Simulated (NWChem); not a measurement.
C4H5F; SMILES CC=C=CF

All runs: NWChem. Pople sets run with spherical d functions. Coordinates come from a B3LYP/6-31G* (spherical d) optimisation. Level: B3LYP/6-31G* with SMD (1 M gas to 1 M solution), gas-phase geometry.

For solvent toluene:

solvation free energy (kcal/mol): -2.8
cavity-dispersion-structure term (kcal/mol): -1.0
dipole in solution (D): 2.29

Question: What are these values for solvent water?

Answer: 
- solvation free energy (kcal/mol): 0.8
- cavity-dispersion-structure term (kcal/mol): 4.2
- dipole in solution (D): 2.59
